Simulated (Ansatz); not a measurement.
Reaction (redistribution): `F[CH2][AlH][GaH2]` + `[SiH3]O[SiH2]S` → `S[SiH2][GaH2]` + `F[CH2][AlH][O][SiH3]`

Calculated with Ansatz (gas phase, PBE0-D4/def2-TZVP geometries, no zero-point term in ΔE). CCSD(T)/CBS adds triple-zeta CCSD(T) − MP2 to the extrapolated MP2 energy (def2 sets, frozen cores). DFT in def2-TZVPP. B3LYP here is the variant with VWN-RPA as its local correlation; programs differ in this. For Ga outer-core shells are correlated without core-valence functions, which leaves a few kJ/mol of doubt a bond. Scalar relativity is left out up to krypton. Each species was taken in one conformer, which may not be the lowest.

```tsv
level	ΔE (kcal/mol)
ωB97X-V	-8.7
r2SCAN	-10.0
PBE0	-9.1
B3LYP	-9.3
MP2/def2-TZVPP	-9.7
CCSD/def2-TZVPP	-8.6
CCSD(T)/def2-TZVPP	-8.9
MP2/def2-QZVPP	-9.6
```

Task: What does CCSD(T)/CBS give? (Best estimate.)

Result: The calculation gave: -8.9 kcal/mol. The listed levels differ from it by 0.2, -1.1, -0.2, -0.4, -0.8, 0.3, 0.0, -0.7 kcal/mol.

Largest T1 diagnostic among the species: 0.013.

In def2-TZVPP, CCSD(T) changes the Hartree–Fock value by −2.2 kcal/mol (the triples alone add −0.3 kcal/mol) and MP2 by −3.0 kcal/mol.

CCSD(T)/CBS has its own doubt, a few kJ/mol and more with outer-core shells, so smaller differences from it don't rank the levels.
